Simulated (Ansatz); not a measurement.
Molecule: PbI, net charge 0, doublet state. 
Coordinates optimised at B3LYP-D3(BJ)/def2-TZVP (Ansatz, a quantum-chemistry and plane-wave program):
```
Pb
I 1 2.8311
```
Charge 0, spin multiplicity 2.

Basis-set convergence of Hartree-Fock and MP2 correlation energies (hartree) with Ansatz. Valence correlation only, unless marked. UHF or UKS for open shells. Spin-orbit coupling is left out. Frozen are the shells of the preceding noble gas and the d and f shells that filled before the atom's block. Past Kr the def2 sets carry scalar-relativistic core potentials.

```json
[
 {"basis": "def2-SVPD", "functions": "67", "E(HF)": "-488.54827", "E(corr, MP2)": "-0.14300"},
 {"basis": "def2-TZVPPD", "functions": "115", "E(HF)": "-488.55989", "E(corr, MP2)": "-0.18775"},
 {"basis": "def2-QZVPPD", "functions": "179", "E(HF)": "-488.56173", "E(corr, MP2)": "-0.21196"}
]
```

Extrapolating the two largest sets (X = 3 and 4) as X^-3: E(corr) = (64·(-0.21196) - 27·(-0.18775))/37 = -0.2296 Eh, an estimate of the basis-set limit. The largest set recovers 92.3 % of it, the smallest 62.3 %.
